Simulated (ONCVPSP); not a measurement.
Building the ONCV potential for germanium (Ge) (revPBE, scalar-relativistic).

ONCVPSP 4.0.1 was run on this input:

```
# ATOM AND REFERENCE CONFIGURATION
# atsym  z   nc   nv     iexc    psfile
  Ge 32.00    5    3  -102130      upf
#
#   n    l    f
    1    0    2.00
    2    0    2.00
    2    1    6.00
    3    0    2.00
    3    1    6.00
    3    2   10.00
    4    0    1.00
    4    1    3.00
#
# PSEUDOPOTENTIAL AND OPTIMIZATION
# lmax
    2
#
#   l,   rc,      ep,       ncon, nbas, qcut
    0    1.50    0.00    3    7    4.70
    1    2.25    0.00    4    8    4.20
    2    0.95    0.00    5    9   18.30
#
# LOCAL POTENTIAL
# lloc, lpopt,  rc(5),   dvloc0
    4    5    0.75    3.00
#
# VANDERBILT-KLEINMAN-BYLANDER PROJECTORs
# l, nproj, debl
    0    2    2.30
    1    2    2.40
    2    2    2.20
#
# MODEL CORE CHARGE
# icmod, fcfact, rcfact
    1    0.50    0.00
#
# LOG DERIVATIVE ANALYSIS
# epsh1, epsh2, depsh
   -3.00    5.00    0.02
#
# OUTPUT GRID
# rlmax, drl
    6.00    0.01
#
# TEST CONFIGURATIONS
# ncnf
    4
# nvcnf
#   n    l    f
    3
    3    2   10.00
    4    0    2.00
    4    1    2.00
#
    3
    3    2   10.00
    4    0    2.00
    4    1    1.00
#
    3
    3    2   10.00
    4    0    2.00
    4    1    0.00
#
    3
    3    2   10.00
    4    0    2.00
    4    1    1.50
#
```

Command:

```bash
oncvpsp.x < Ge.dat > Ge.out
```

Output (shortened: citation, most of the input echo, consistency checks and plot data are left out):

```
ONCVPSP  (Optimized Norm-Conservinng Vanderbilt PSeudopotential)
scalar-relativistic version 4.0.1

#   n    l    f        energy (Ha)
    1    0    2.00    -4.0291003E+02
    2    0    2.00    -5.0480704E+01
    2    1    6.00    -4.4111718E+01
    3    0    2.00    -6.2605262E+00
    3    1    6.00    -4.3150487E+00
    3    2   10.00    -1.1394245E+00
    4    0    1.00    -4.6358703E-01
    4    1    3.00    -1.6703834E-01

Reference configufation results
  iterations    27
  all-electron total energy (Ha)   -2.09870180D+03

Begin loop to  construct optimized pseudo wave functions
and semi-local pseudopoentials for all angular momenta

   Wellstate for l =  0  n =  6
     eigenvalue =   1.8364
     asymptotic potential =   2.3364
     half-point radius =  3.9761

Calculating optimized projector #   1

 for l=   0

    Fraction of norm inside rc  0.228018
    Optimizing pswf for qcut=   4.71 a_B^-1,  ecut=  11.10 Ha
    Residual kinetic energy error=  1.15D-04 Ha

    Energy error per electron        Cutoff
         Ha          eV             Ha
         0.01000     0.27211        6.19
         0.00100     0.02721        8.90
         0.00010     0.00272       11.68
         0.00001     0.00027       30.54

Calculating optimized projector #   2

 for l=   0

    Fraction of norm inside rc  0.089804
    Optimizing pswf for qcut=   4.71 a_B^-1,  ecut=  11.10 Ha
    Residual kinetic energy error=  1.00D-03 Ha

    Energy error per electron        Cutoff
         Ha          eV             Ha
         0.01000     0.27211        7.30
         0.00100     0.02721       12.08
         0.00010     0.00272       80.95
         0.00001     0.00027      144.03

   Wellstate for l =  1  n =  6
     eigenvalue =   2.2330
     asymptotic potential =   2.7330
     half-point radius =  3.9751

Calculating optimized projector #   1

 for l=   1

    Fraction of norm inside rc  0.371904
    Optimizing pswf for qcut=   4.20 a_B^-1,  ecut=   8.80 Ha
    Residual kinetic energy error=  4.80D-05 Ha

    Energy error per electron        Cutoff
         Ha          eV             Ha
         0.01000     0.27211        1.85
         0.00100     0.02721        4.25
         0.00010     0.00272        7.92
         0.00001     0.00027       24.97

Calculating optimized projector #   2

 for l=   1

    Fraction of norm inside rc  0.157183
    Optimizing pswf for qcut=   4.20 a_B^-1,  ecut=   8.80 Ha
    Residual kinetic energy error=  9.61D-04 Ha

    Energy error per electron        Cutoff
         Ha          eV             Ha
         0.01000     0.27211        6.39
         0.00100     0.02721        8.96
         0.00010     0.00272       27.47
         0.00001     0.00027       49.45

   Wellstate for l =  2  n =  4
     eigenvalue =   1.0606
     asymptotic potential =   1.5606
     half-point radius =  2.3970

Calculating optimized projector #   1

 for l=   2

    Fraction of norm inside rc  0.772233
    Optimizing pswf for qcut=  18.32 a_B^-1,  ecut= 167.81 Ha
    Residual kinetic energy error=  2.03D-06 Ha

    Energy error per electron        Cutoff
         Ha          eV             Ha
         0.01000     0.27211      111.56
         0.00100     0.02721      131.53
         0.00010     0.00272      146.50
         0.00001     0.00027      158.95

Calculating optimized projector #   2

 for l=   2

    Fraction of norm inside rc  0.074324
    Optimizing pswf for qcut=  18.32 a_B^-1,  ecut= 167.81 Ha
    Residual kinetic energy error=  1.30D-06 Ha

    Energy error per electron        Cutoff
         Ha          eV             Ha
         0.01000     0.27211       98.06
         0.00100     0.02721      122.24
         0.00010     0.00272      141.39
         0.00001     0.00027      156.45

Construct Vanderbilt / Kleinmman-Bylander projectors

B matrix Hermiticity error, ll=   0
   1   2   -1.2731E-04

  Orthonormal projector coefficients  1.2109E+01  1.5451E+00

B matrix Hermiticity error, ll=   1
   1   2   -1.0332E-04

  Orthonormal projector coefficients  7.3373E+00  5.6364E-01

B matrix Hermiticity error, ll=   2
   1   2    3.8396E-04

  Orthonormal projector coefficients -2.2557E+01 -6.0789E+00

Model core correction analysis
  based on d2Exc/dn_idn_j

d2excae - all-electron derivatives

   -3.373239D-02   -5.979152D-03   -2.588328D-03
   -6.186174D-03   -2.748396D-02   -1.504475D-02
   -2.839978D-03   -1.705733D-02   -9.961758D-03

d2excps - pseudofunction derivatives with no core correction

   -5.359536D-02   -6.224386D-03   -2.643019D-03
   -6.431457D-03   -2.882329D-02   -1.541943D-02
   -2.895133D-03   -1.743722D-02   -9.987421D-03

rms 2nd derivative error    6.639470E-03

Polynomial model core charge

d2excps - pseudofunction derivatives with core correction

   -3.915537D-02   -5.586488D-03   -2.401636D-03
   -5.793433D-03   -2.758162D-02   -1.495488D-02
   -2.653204D-03   -1.696750D-02   -9.822123D-03

rms 2nd derivative error    1.820626E-03

Pseudoatom total energy  -93.179434

Diagnostic tests using Vanderbilt-Kleinman-Bylander pseudopotentials
  1 or more projectors used as specified by nproj input data

   l    rcore       rmatch      e in        delta e   norm test  slope test

   0   1.5022667   1.5478788  -0.4635870  -0.0000148   0.9999976   1.0001148
   0   1.5022667   1.5478788   1.8364130   0.0003377   1.0002003   1.0002003

   1   2.2563670   2.3248752  -0.1670383  -0.0000004   1.0000136   1.0000293
   1   2.2563670   2.3248752   2.2329617   0.0000244   1.0002699   1.0002699

   2   0.9534557   0.9824047  -1.1394245  -0.0000259   1.0002158   1.0002427
   2   0.9534557   0.9824047   1.0605755  -0.0000120   1.0004501   1.0004501

 Testing for bound ghosts
   n   l    E NL Schr. Eq   E Basis Diag.   E Cutoff

       0                       -4.819808     82.37  WARNING - GHOST(-)
   1   0       -0.463602       -0.447198     82.37

   2   1       -0.167039       -0.162060     59.15

   3   2       -1.139450       -1.135627    487.76

 Testing for highly-localized positive-energy ghosts
       l    <radius>/rc     E Basis Diag.   E Cutoff

       1        0.886161        2.931598     59.15  WARNING - GHOST(+)

Test configuration 0

   n   l     f        eae           eps        diff
   1   0  2.0000 -402.91002887
   2   0  2.0000  -50.48070427
   2   1  6.0000  -44.11171845
   3   0  2.0000   -6.26052620
   3   1  6.0000   -4.31504872
   3   2 10.0000   -1.13942454   -1.13945041   -2.59D-05
   4   0  1.0000   -0.46358703   -0.46360186   -1.48D-05
   4   1  3.0000   -0.16703834   -0.16703870   -3.64D-07

    Total energies and differences
      AE_ref= -2.09870180D+03  AE_tst= -2.09870180D+03  dif=  0.00D+00
      PS_ref= -9.31794338D+01  PS_tst= -9.31794338D+01  dif=  3.41D-13
      PSP excitation error= -3.41D-13

Test configuration 1

   n   l     f        eae           eps        diff
   1   0  2.0000 -402.84316146
   2   0  2.0000  -50.41666506
   2   1  6.0000  -44.04764577
   3   0  2.0000   -6.19430472
   3   1  6.0000   -4.24900959
   3   2 10.0000   -1.07529923   -1.07701611   -1.72D-03
   4   0  2.0000   -0.42877657   -0.42883135   -5.48D-05
   4   1  2.0000   -0.14152985   -0.14150453    2.53D-05

    Total energies and differences
      AE_ref= -2.09870180D+03  AE_tst= -2.09899379D+03  dif= -2.92D-01
      PS_ref= -9.31794338D+01  PS_tst= -9.34714995D+01  dif= -2.92D-01
      PSP excitation error=  7.70D-05

Test configuration 2

   n   l     f        eae           eps        diff
   1   0  2.0000 -403.17776185
   2   0  2.0000  -50.74860919
   2   1  6.0000  -44.37992417
   3   0  2.0000   -6.52569066
   3   1  6.0000   -4.58043863
   3   2 10.0000   -1.40610727   -1.40652869   -4.21D-04
   4   0  2.0000   -0.72682379   -0.72697878   -1.55D-04
   4   1  1.0000   -0.41071477   -0.41072216   -7.39D-06

    Total energies and differences
      AE_ref= -2.09870180D+03  AE_tst= -2.09872218D+03  dif= -2.04D-02
      PS_ref= -9.31794338D+01  PS_tst= -9.31998831D+01  dif= -2.04D-02
      PSP excitation error=  6.63D-05

Test configuration 3

   n   l     f        eae           eps        diff
   1   0  2.0000 -403.58610746
   2   0  2.0000  -51.15072253
   2   1  6.0000  -44.78277285
   3   0  2.0000   -6.92660583
   3   1  6.0000   -4.98134834
   3   2 10.0000   -1.80526794   -1.80328914    1.98D-03
   4   0  2.0000   -1.07014067   -1.07081801   -6.77D-04

    Total energies and differences
      AE_ref= -2.09870180D+03  AE_tst= -2.09815800D+03  dif=  5.44D-01
      PS_ref= -9.31794338D+01  PS_tst= -9.26354578D+01  dif=  5.44D-01
      PSP excitation error= -1.76D-04

Test configuration 4

   n   l     f        eae           eps        diff
   1   0  2.0000 -402.99986493
   2   0  2.0000  -50.57243352
   2   1  6.0000  -44.20353651
   3   0  2.0000   -6.34986508
   3   1  6.0000   -4.40459371
   3   2 10.0000   -1.23068840   -1.23190391   -1.22D-03
   4   0  2.0000   -0.57073079   -0.57080511   -7.43D-05
   4   1  1.5000   -0.26941492   -0.26938252    3.24D-05

    Total energies and differences
      AE_ref= -2.09870180D+03  AE_tst= -2.09889170D+03  dif= -1.90D-01
      PS_ref= -9.31794338D+01  PS_tst= -9.33694121D+01  dif= -1.90D-01
      PSP excitation error=  7.97D-05
```

Note: ghosts flagged at negative energy: s at -131.2 eV; GHOST(+) flagged for p at 79.8 eV. A true bound ghost makes a file unfit for plane-wave use.

The run took about 4.9 s on one core of a shared server CPU.
